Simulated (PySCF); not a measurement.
C₅H₁₀O, SMILES C1CC1(CO)C.

The structure is a stationary point at B3LYP-D3(BJ)/def2-SVP. One conformer was computed; it need not be the lowest.

All values below come from SMD-B3LYP/6-31G* (PySCF).

Solvation free energies are E(SMD) − E(gas) at the gas-phase geometry, for 1 M in both phases. In vacuum the dipole moment is 1.59 D.

| solvent | ΔG(solv) (kcal/mol) | its non-electrostatic (CDS) part | dipole (D) |
|---|---|---|---|
| water | … | … | … |
| benzene | -4.6 | -3.1 | 1.76 |
| 2-propanol | -6.7 | -1.1 | 2.11 |

Q: What belongs in the gaps? (The exact figures need the calculation; the answer reports its results.)

A: 
- water, ΔG(solv) (kcal/mol): -3.7
- water, its non-electrostatic (CDS) part: 3.2
- water, dipole (D): 2.20
